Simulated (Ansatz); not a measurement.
Gas-phase electronic energies from Ansatz, PBE0-D4/def2-TZVP geometries. CCSD(T)/CBS adds triple-zeta CCSD(T) − MP2 to the extrapolated MP2 energy (def2 sets, frozen cores). DFT in def2-TZVPP. B3LYP here is the variant with VWN-RPA as its local correlation; programs differ in this. For Se outer-core shells are correlated without core-valence functions, which leaves a few kJ/mol of doubt a bond. Scalar relativity is left out up to krypton. One conformer a species, not always the lowest.

Consider the redistribution: `[SiH3]B(Cl)[SeH]` + `CO[SiH](N)Cl` → `CO[SiH](N)[SiH3]` + `ClB(Cl)[SeH]`.

```csv
level,ΔE (kJ/mol),difference from CCSD(T)/CBS
PBE-D4,24.5,-14.7
r2SCAN-D4,33.3,-5.9
PBE0-D4,30.0,-9.2
B3LYP-D4,33.3,-5.9
ωB97X-V,34.4,-4.8
ωB97M-V,37.2,-2.0
B2PLYP,36.3,-2.9
PBE,25.3,-13.9
r2SCAN,33.7,-5.5
PBE0,30.8,-8.4
B3LYP,34.5,-4.7
HF/def2-TZVPP,48.3,9.1
MP2/def2-TZVPP,36.7,-2.5
SCS-MP2/def2-TZVPP,37.6,-1.6
CCSD/def2-TZVPP,37.9,-1.3
CCSD(T)/def2-TZVPP,35.9,-3.3
HF/def2-QZVPP,49.3,10.1
MP2/def2-QZVPP,39.0,-0.2
SCS-MP2/def2-QZVPP,40.0,0.8
HF/CBS(def2),49.4,10.2
MP2/CBS(def2),40.0,0.8
CCSD/CBS(def2),41.2,2.0
CCSD(T)/CBS,39.2,0
```

Largest T1 diagnostic among the species: 0.013.

From PBE to PBE0 (25 % exact exchange), in def2-TZVPP and without D4, ΔE moves by +5.4 kJ/mol. In def2-TZVPP, CCSD(T) changes the Hartree–Fock value by −12.4 kJ/mol (the triples alone add −2.0 kJ/mol) and MP2 by −11.6 kJ/mol.
